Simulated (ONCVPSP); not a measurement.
lanthanum (La): excitation energies, all-electron against ONCV

| Property | Result |
| --- | --- |
| Element | lanthanum (La) |
| Generator | ONCVPSP 4.0.1 |
| Type | optimised norm-conserving Vanderbilt (ONCV) |
| Functional | PBE |
| Relativity | fully relativistic |
| Frozen core | [Kr] |
| Valence charge | 21 |
| Reference configuration | 4d10 5s2 5p6 5d1 6s2 |
| Partial waves | 5s+6s: rc 2.70 bohr, ncon 3, nbas 7, qcut 3.4 1/bohr, 2 projectors; 5p: rc 2.65 bohr, ncon 4, nbas 7, qcut 4.4 1/bohr, 3 projectors, debl 2 Ha; 4d+5d: rc 1.40 bohr, ncon 4, nbas 9, qcut 11.3 1/bohr, 2 projectors; f scattering state at 0.03 Ha: rc 2.55 bohr, ncon 5, nbas 8, qcut 4.6 1/bohr, 2 projectors, debl 3.7 Ha |
| Local potential | polynomial inside 1.05 bohr (lpopt 3, dvloc0 6 Ha) |
| Core correction | none |

Open shells are filled in proportion to 2j + 1.

In the f channel the program set the typed energies aside and used -0.155, 3.545 Ha (j = l + 1/2; the other j can differ).

Energies are relative to the spin-unpolarised reference configuration 4d10 5s2 5p6 5d1 6s2; without spin polarisation the order of configurations can differ from experiment.

| valence configuration | charge | ΔE all-electron (eV) | error AE − PS (meV) |
| --- | --- | --- | --- |
| 4d10 5s2 5p6 5d1 6s1 | +1 | 5.966 | -0.7 |
| 4d10 5s2 5p6 5d1 6s0 | +2 | 16.852 | -3.8 |
| 4d10 5s2 5p6 5d0 6s0 | +3 | 35.790 | +3.0 |

**Question.** What are ΔE and the potential's error for 4d10 5s2 5p6 5d2 6s1?

**Answer.** ΔE = 0.796 eV all-electron; the error (AE − PS) is -2.3 meV.

Note: ghosts flagged at negative energy: s at -10.6 eV; GHOST(+) flagged for p3/2 at 179.0 eV, p1/2 at 197.3 eV. A true bound ghost makes a file unfit for plane-wave use.
